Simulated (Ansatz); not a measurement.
`CO[SiH2][AlH2]` + HCl → `CO[SiH2]Cl` + `[AlH3]` at 400 K and 1 bar (cleavage of the Si–Al bond).

Program: Ansatz. Geometries: PBE0-D4/def2-TZVP. ΔE: electronic, gas phase. CBS: MP2 limit from def2 TZ/QZ plus the TZ coupled-cluster correction, frozen cores. This one scheme is used for every species. Each species was taken in one conformer, which may not be the lowest.

```csv
species,CCSD(T)/CBS energy (Eh),H − E (kJ/mol),S (J/(mol·K))
`CO[SiH2][AlH2]`,-648.52635,225.7,400.8
HCl,-460.38127,29.6,195.4
`CO[SiH2]Cl`,-865.17164,189.7,357.8
`[AlH3]`,-243.78045,63.6,220.9
```

H − E and S are ideal-gas, rigid-rotor, harmonic terms from PBE0-D4/def2-TZVP, for one conformer and one mirror image of each species. 1 Eh = 2625.50 kJ/mol, R = 8.31446 J/(mol·K).

Q: By hand: ΔE, ΔH, ΔS and ΔG.

A: ΔE = (-865.17164) + (-243.78045) − (-648.52635) − (-460.38127) = -0.04447 Eh = -116.8 kJ/mol. Δ(H − E) = 189.7 + 63.6 − 225.7 − 29.6 = -2.0, so ΔH = -118.8 kJ/mol. ΔS = 357.8 + 220.9 − 400.8 − 195.4 = -17.5 J/(mol·K). ΔG = -118.8 − 400 × (-17.5)/1000 = -111.8 kJ/mol.

Q: By hand: the equilibrium constant, and the temperature at which ΔG would vanish if ΔH and ΔS stayed fixed.

A: log₁₀ K = −ΔG/(RT ln 10) = 14.6. ΔG = 0 at ΔH/ΔS = 6789 K, far beyond where these terms or the molecules hold.

ΔH outweighs TΔS. A doubt of 5 kJ/mol in ΔE shifts log₁₀ K by 0.7 here. Other conformers and mirror images would add mixing entropy, several J/(mol·K) or more a flexible species. These are equilibria of isolated gas molecules and say nothing of rates. Largest T1 diagnostic: 0.012 (customary marks: 0.02 for closed shells, 0.045 for open ones).
